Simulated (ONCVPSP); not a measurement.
## Ti, ONCV: configuration errors across variants

```
Element                 : titanium
Generator               : ONCVPSP 4.0.1
Type                    : optimised norm-conserving Vanderbilt (ONCV)
Functional              : PBEsol
Relativity              : scalar-relativistic
Frozen core             : [Ne]
Valence charge          : 12
Reference configuration : 3s2 3p6 3d2 4s1.5 4p0.5
Partial waves           : 3s+4s: rc 1.95 bohr, ncon 4, nbas 8, qcut 7 1/bohr, 2 projectors; 3p+4p: rc 2.05 bohr, ncon 5, nbas 9, qcut 6.7 1/bohr, 2 projectors; 3d: rc 1.70 bohr, ncon 4, nbas 9, qcut 11.3 1/bohr, 2 projectors, debl 0.7 Ha
Local potential         : polynomial inside 1.30 bohr (lpopt 5, dvloc0 4 Ha)
Core correction         : none
```

All-electron excitation energies from the reference (eV): (1) 3s2 3p6 3d2 4s2 4p0 -1.530; (2) 3s2 3p6 3d2 4s1 4p0 5.829; (3) 3s2 3p6 3d2 4s0 4p0 19.300; (4) 3s2 3p5 3d2 4s2 4p0 43.942.

1 further variants failed, have other tests or too few solved ones, and are left out.

Errors AE − PS in meV (a dash: test not solved or not reliable):

| change | (1) | (2) | (3) | (4) | bound ghosts | GHOST(+) flags above zero |
| --- | --- | --- | --- | --- | --- | --- |
| base | +0.1 | -0.3 | -1.1 | +26 | none | none |
| s: qcut 4.2 | +0.1 | -0.3 | -1.3 | +32 | none | none |
| s: qcut 4.9 | +0.1 | -0.3 | -1.3 | +31 | none | none |
| s: qcut 6.7 | +0.1 | -0.3 | -1.2 | +27 | none | none |
| s: qcut 7.6 | +0.1 | -0.3 | -1.1 | +25 | none | none |
| s: qcut 8 | +0.1 | -0.3 | -1.0 | +25 | none | none |
| s: qcut 8.7 | +0.1 | -0.3 | -0.8 | +23 | none | none |
| s: qcut 10.3 | +0.1 | -0.3 | -0.8 | +21 | none | none |

Question: Give the same row for: s: qcut 5.8.

Answer: +0.1, -0.3, -1.3, +29; bound ghosts: none; GHOST(+) flags above zero: none.
